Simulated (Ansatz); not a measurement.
Input file for Ansatz (a program for electronic structure): SC-NEVPT2 on SA-CASSCF(2,2)/cc-pVQZ on F2Ge (SMILES [F][Ge][F]), 2S+1 = 3, a spin state set in the input, which need not be the lowest.

Ansatz 0.2 input:
```yaml
crystal:
  periodic: [false, false, false]
  atoms:
    - {symbol: F, position_ang: [-1.47439686, -0.61052236, 0.00000000]}
    - {symbol: Ge, position_ang: [-0.00025699, 0.34279688, 0.00000000]}
    - {symbol: F, position_ang: [1.47531062, -0.60831099, 0.00000000]}
basis:
  gaussian:
    orbitals: cc-pVQZ
magnetization: {spin_polarized: false, initial_magnetization: 2}
correlation: {method: sc_nevpt2, electrons: outside_noble_gas, active_space: {window: {electrons: 2, orbitals: 2}, states: [{multiplicity: 1, weights: [1]}, {multiplicity: 3, weights: [1]}]}}
output: {orbitals: {seedname: ./end}}
```

The log:

```
WARN ansatz: RAYON_NUM_THREADS=2 ignored (pool sized by the plan → 2); use --threads N
Functional definition: HF
integrals: 0.32 GiB planned
2160 factors; integrals over basis functions are off by at most 1.4e-7 eV
mean field: 1.34 GiB planned
mean field evaluation 1: about -61885.4202 eV, gradient 3.6e1 eV
mean field evaluation 2: about -61885.4884 eV, gradient 3.6e1 eV
mean field evaluation 4: about -61888.4387 eV, gradient 2.6e0 eV
mean field evaluation 8: about -61888.5173 eV, gradient 2.5e-1 eV
mean field evaluation 16: about -61888.5177 eV, gradient 2.9e-6 eV
mean field -61888.51770892 eV, -2274.3610762589 hartree, gradient 2.9e-6 eV, S^2 2.000000; 0 other end points of the search recorded, 0 dependent functions left out
reference -61888.51770892 eV, -2274.3610762589 hartree; 26, 24 occupied and 152, 154 virtual orbitals, 2160 factors
configuration interaction: 0.22 GiB planned
configuration interaction: 0.00 GiB planned
state -61891.37745563 eV, -2274.4661700122 hartree
state -61891.37745563 eV, -2274.4661700122 hartree; corrected -61908.93538189 eV, -2275.1114119008 hartree
configuration interaction: 0.00 GiB planned
configuration interaction: 0.00 GiB planned
state -61888.44935245 eV, -2274.3585642050 hartree
state -61888.44935245 eV, -2274.3585642050 hartree; corrected -61905.73387180 eV, -2274.9937585750 hartree
Total energy: -61907.33462684 eV, -2275.0525852379 hartree
```

Self-consistency was reached. The last total energy is the mean of the averaged states.

Cost: about 22 core-seconds (a rough figure).
